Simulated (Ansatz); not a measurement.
Geometry optimisation, RKS PBE0/def2-SVP (Ansatz).

Input file:

```yaml
crystal:
  periodic: [false, false, false]
  atoms:
    - { symbol: B, position_ang: [0.082242, 0.4974, -0.413547] }
    - { symbol: F, position_ang: [0.097131, -0.130338, 2.034323] }
    - { symbol: "N", position_ang: [1.323724, 0.089732, -0.863763] }
    - { symbol: H, position_ang: [1.497648, -0.857567, -1.171029] }
    - { symbol: H, position_ang: [2.144484, 0.679727, -0.826046] }
    - { symbol: H, position_ang: [-0.900978, -0.189113, -0.447568] }
    - { symbol: Cl, position_ang: [-0.109066, 2.257132, 0.076058] }
    - { symbol: H, position_ang: [-0.073585, 0.767327, 2.163173] }
basis:
  gaussian: { orbitals: def2-SVP }
hamiltonian:
  xc: pbe0
relax:
  f_tol: 0.03
  max_steps: 50
```

Run as:

```bash
$ ansatz run input.yaml --threads 1 --pin off --max-ram 2048MiB --backend cpu --events-out ev --progress --plain --runs-dir out
```

Question: Where does it end, and by what steps?

Answer: The run converged. After 8 steps the energy has fallen by 0.101 eV; F2 moved furthest, 0.40 Å.

```csv
step,energy less start (eV),largest force component (eV/Å),accepted
0,0.0000,0.742,yes
1,0.0129,2.629,no
2,-0.0518,0.798,yes
3,-0.0772,0.890,yes
4,-0.0931,0.617,yes
5,-0.0903,0.509,no
6,-0.1001,0.114,yes
7,-0.1007,0.048,yes
8,-0.1009,0.021,yes
```

```xyz
8
Properties=species:S:1:pos:R:3
B 0.087 0.483 -0.483
F 0.056 -0.023 2.413
N 1.334 0.089 -0.924
H 1.496 -0.831 -1.312
H 2.164 0.660 -0.828
H -0.891 -0.203 -0.593
Cl -0.100 2.120 0.230
H -0.084 0.819 2.048
```

Whether the end is a true minimum wasn't checked by a vibrational analysis.

Run time: 30 s on 1 thread of Arm Neoverse V1, on a shared host, peak memory 0.15 GiB.
